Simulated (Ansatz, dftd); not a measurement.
System: SiHCl2, charge 0, doublet. SiHCl2 (SMILES [SiH](Cl)Cl, doublet).
B3LYP-D3(BJ)/def2-TZVP minimum from Ansatz (a program for electronic structure):
```
Si
H 1 1.4859
Cl 1 2.0620 2 107.71
Cl 1 2.0620 2 107.71 3 118.80
```
Charge 0, spin multiplicity 2.

Property: atomisation energy (electronic, to ground-state atoms), in kcal/mol. Open shells are spin-unrestricted; no spin-orbit coupling. CBS(X,Y): correlation extrapolated as X^-3, Hartree-Fock from the larger set (Q,5: extrapolated as (X+1)exp(-9√X)). A bracket is a step between two methods taken in the basis named. Functionals run without relativity, which enters their misses. Double hybrids freeze cores in their MP2 part. 'core' is core correlation in cc-pwCVTZ (1s frozen past Ne), 'X2C' scalar relativity in cc-pVTZ-DK, both at CCSD(T). Where a partner has so few electrons that a lower coupled-cluster level is exact, that level stands in.

Compared with CCSD(T)/CBS(cc-pV(Q+d)Z,cc-pV(5+d)Z) + [CCSDT(Q) - CCSD(T)]/cc-pV(D+d)Z + core + X2C (Ansatz): 260.6 kcal/mol.

**Question.** Rank these levels by how close they come to it, closest first: r2SCAN/def2-TZVPD (Ansatz); PBE/def2-TZVPD (Ansatz); PBE-D4/def2-TZVPD (Ansatz + dftd4); r2SCAN-D4/def2-TZVPD (Ansatz + dftd4); B2PLYP/def2-TZVPD (Ansatz).

**Answer.** PBE/def2-TZVPD (261.9 kcal/mol, difference 1.3), PBE-D4/def2-TZVPD (264.5 kcal/mol, difference 3.9), r2SCAN/def2-TZVPD (265.3 kcal/mol, difference 4.7), r2SCAN-D4/def2-TZVPD (265.9 kcal/mol, difference 5.3), B2PLYP/def2-TZVPD (253.3 kcal/mol, difference -7.3)
